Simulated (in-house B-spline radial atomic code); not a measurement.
RPA and G0W0 for the palladium ion Pd⁵⁺, [Kr] 4d5, highest spin, as one setting changes: the highest l of the empty states. Start: r2SCAN. A dash marks a level of low quasi-particle weight. Computed with an all-electron radial atomic-structure program (B-spline basis): all electrons, scalar-relativistic (spin-free one-electron X2C), finite nucleus, each spin shell either full or empty, empty states to the listed l with an (l + 1/2)⁻⁴ tail; G0W0 by contour deformation at full frequency.

| highest l of the empty states | RPA summed (Eh) | RPA extrapolated (Eh) | G0W0 level (eV) |
| --- | --- | --- | --- |
| 4 | -2.6674 | -3.1216 | 4d up -84.84 |
| 5 | -2.8681 | -3.1476 | 4d up -85.01 |
| 6 | -2.9656 | -3.133 | 4d up -85.01 |
| 7 | ? | ? | ? |
| 8 | -3.0451 | -3.1119 | 4d up -85.01 |
| 9 | ? | ? | ? |
| 10 | -3.0723 | -3.1041 | 4d up -84.99 |
| 11 | -3.0792 | -3.1023 | 4d up -84.99 |

(1) What belongs in the row for 7?

(2) What belongs in the row for 9?

Answers

(1) RPA summed (Eh): -3.017; RPA extrapolated (Eh): -3.122; G0W0 level (eV): 4d up -85.02.

(2) RPA summed (Eh): -3.0618; RPA extrapolated (Eh): -3.1069; G0W0 level (eV): 4d up -85.00.
